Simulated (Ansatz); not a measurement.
Computed with Ansatz on PBE0-D4/def2-TZVP structures; ΔE is electronic, products minus reactants. CCSD(T)/CBS adds triple-zeta CCSD(T) − MP2 to the extrapolated MP2 energy (def2 sets, frozen cores). This one scheme is used for every species. DFT in def2-TZVPP. B3LYP here is the variant with VWN-RPA as its local correlation; programs differ in this. One conformer a species, not always the lowest.

`C[SiH]([SiH3])CF` + H₂ → `FC[SiH2][SiH3]` + CH₄  (hydrogenolysis of the Si–C bond)

`C[SiH]([SiH3])CF`:

Cartesian coordinates in Å:
```
C -1.252 -0.038 -1.401
Si 0.243 0.390 -0.357
Si 1.357 -1.531 0.390
C -0.288 1.430 1.143
F -1.131 0.684 1.966
H -1.735 0.868 -1.777
H -1.982 -0.591 -0.805
H -0.973 -0.656 -2.257
H 1.197 1.241 -1.129
H 0.427 -2.431 1.124
H 1.918 -2.283 -0.766
H 2.478 -1.164 1.298
H -0.832 2.329 0.832
H 0.573 1.750 1.739
```

H₂:

```xyz
2

H    -0.290   -0.212   -0.102
H     0.290    0.212    0.102
```

`FC[SiH2][SiH3]`:

Cartesian coordinates in Å:
```
F 0.995 -1.090 1.711
C -0.224 -0.420 1.660
Si -0.227 0.833 0.230
Si 0.345 -0.220 -1.779
H -0.381 0.072 2.625
H -1.017 -1.164 1.530
H -1.602 1.403 0.151
H 0.724 1.937 0.533
H 0.202 0.734 -2.912
H 1.748 -0.707 -1.736
H -0.562 -1.377 -2.014
```

CH₄:

Z-matrix (Å, degrees):
```
C
H 1 1.090
H 1 1.090 2 109.5
H 1 1.090 2 109.5 3 -120.0
H 1 1.090 2 109.5 3 120.0
```

| level | ΔE (kcal/mol) | difference from CCSD(T)/CBS |
| --- | --- | --- |
| PBE-D4 | -5.4 | 0.5 |
| r2SCAN-D4 | -5.7 | 0.2 |
| PBE0-D4 | -6.1 | -0.2 |
| B3LYP-D4 | -6.6 | -0.7 |
| ωB97X-V | -6.5 | -0.6 |
| ωB97M-V | -5.9 | 0.0 |
| B2PLYP | -7.7 | -1.8 |
| PBE | -7.0 | -1.1 |
| r2SCAN | -6.1 | -0.2 |
| PBE0 | -7.5 | -1.6 |
| B3LYP | -9.0 | -3.1 |
| HF/def2-TZVPP | -11.9 | -6.0 |
| MP2/def2-TZVPP | -5.1 | 0.8 |
| SCS-MP2/def2-TZVPP | -6.7 | -0.8 |
| CCSD/def2-TZVPP | -7.5 | -1.6 |
| CCSD(T)/def2-TZVPP | -6.5 | -0.6 |
| HF/def2-QZVPP | -11.8 | -5.9 |
| MP2/def2-QZVPP | -4.8 | 1.1 |
| SCS-MP2/def2-QZVPP | -6.3 | -0.4 |
| HF/CBS(def2) | -11.8 | -5.9 |
| MP2/CBS(def2) | -4.5 | 1.4 |
| CCSD/CBS(def2) | -6.9 | -1.0 |
| CCSD(T)/CBS | -5.9 | 0 |

Largest T1 diagnostic among the species: 0.012.

In def2-TZVPP, CCSD(T) changes the Hartree–Fock value by +5.4 kcal/mol (the triples alone add +1.0 kcal/mol) and MP2 by +6.7 kcal/mol. The D4 term adds +2.4 kcal/mol with B3LYP and +1.4 kcal/mol with PBE0; it sums over pairs of atoms, weighted by their polarisabilities, and B3LYP, whose exchange is more repulsive, gets the larger term.
